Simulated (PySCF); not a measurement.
Cartesian coordinates in Å; atom numbers follow the order of the lines, from 1:
```xyz
16

C     4.440   -1.042   -0.211
C     3.247   -0.899   -0.145
C     1.857   -0.740   -0.074
O     1.386    0.460    0.343
C     0.045    0.468    0.360
C    -0.717    1.564    0.747
C    -2.089    1.442    0.729
C    -2.702    0.253    0.329
C    -1.951   -0.833   -0.060
C    -0.558   -0.738   -0.047
P     0.687   -1.943   -0.475
H     5.478   -1.174   -0.272
H    -0.228    2.476    1.050
H    -2.701    2.279    1.028
H    -3.779    0.187    0.327
H    -2.422   -1.752   -0.373
```

Non-relativistic, gas phase, one conformer. Coordinates at the GFN2-xTB level; NMR shieldings at PBE0/pcSseg-1/GIAO; PySCF 2.14.0 with density-fitted response routines.

Referencing at the same level of theory: 13C and 1H vs TMS; 17O against H2O; 31P against H3PO4.

| atoms | nucleus | count | δ (ppm) |
| --- | --- | --- | --- |
| H16 | 1H | 1 | 8.41 |
| H15 | 1H | 1 | ? |
| C7 | 13C | 1 | ? |
| H13 | 1H | 1 | ? |
| C3 | 13C | 1 | 185.5 |
| C6 | 13C | 1 | 119.1 |
| H12 | 1H | 1 | 3.90 |
| C1 | 13C | 1 | ? |
| C2 | 13C | 1 | ? |
| C9 | 13C | 1 | 135.1 |
| C10 | 13C | 1 | 147.3 |
| C5 | 13C | 1 | 164.0 |
| O4 | 17O | 1 | 326.0 |
| C8 | 13C | 1 | 128.2 |
| H14 | 1H | 1 | 7.83 |
| P11 | 31P | 1 | 166.0 |

Task: Fill in the missing shifts.

Result: 
- C7: 133.1 ppm, aromatic CH; the aromatic region
- C1: 101.7 ppm, terminal alkyne carbon; the triple bond shields along its axis, which puts it between sp3 and sp2 carbons
- C2: 82.5 ppm, alkyne carbon; the triple bond shields along its axis, which puts it between sp3 and sp2 carbons
- H13: 7.96 ppm, hydrogen on an aromatic CH; the ring current deshields protons in the ring plane
- H15: 7.63 ppm, hydrogen on an aromatic CH; aromatic region

Shifts are as computed. Against solution values, carbons near 30 ppm lie about +3 ppm off and those near 130 ppm about +5 ppm. Of 1211 compounds with measured shifts, 218 miss one by over three times the rms of a fit or turn the order of signals round; such compounds aren't used in these exercises. Unscaled 17O shifts of doubly bonded oxygen tend to come out too high, by tens of ppm or more. Experimental scales use liquid or dissolved standards, which lie at an offset from isolated H2O (liquid H2O: subtract about 36 ppm) and H3PO4.
